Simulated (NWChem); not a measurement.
System: CH$_{3}$BiCl$_{2}$; SMILES [Cl][Bi]([CH3])[Cl]

```xyz
7

Bi    -0.3358    -0.0005     0.2414
Cl     1.2148    -1.9021    -0.0812
Cl     1.2083     1.9067    -0.0794
C     -0.9748    -0.0051    -1.9216
H     -1.6359     0.8534    -2.1077
H     -1.4944    -0.9487    -2.1402
H     -0.0655     0.0777    -2.5310
```
Atoms are numbered in this order, from 1.

Level: PBE0/def2-SVP with def2 effective core potentials on Bi (NWChem), optimised geometry, unscaled harmonic frequencies. def2 effective core potentials on Bi; no spin-orbit coupling.

```
frequency (cm⁻¹)  IR intensity (km/mol)
----------------  ---------------------
53                                  0.1
100                                 2.5
129                                 0.1
138                                 3.1
331                                55.6
340                                25.9
482                                19.9
739                                 8.5
744                                 9.7
1188                                0.8
1411                                7.7
1417                                8.4
3071                                1.9
3199                                0.6
3215                                0.9
```

* **zero-point energy**: 23.7 kcal/mol
* **thermal correction to the enthalpy at 298.15 K (with zero-point energy)**: 28.6 kcal/mol
* **heat capacity Cv**: 20.1 cal/(mol K)
* **entropy at 298.15 K and 1 atm (symmetry number 1)**: 89.2 cal/(mol K)

Rigid rotor and harmonic oscillator; modes under 100 cm⁻¹ make the entropy uncertain.
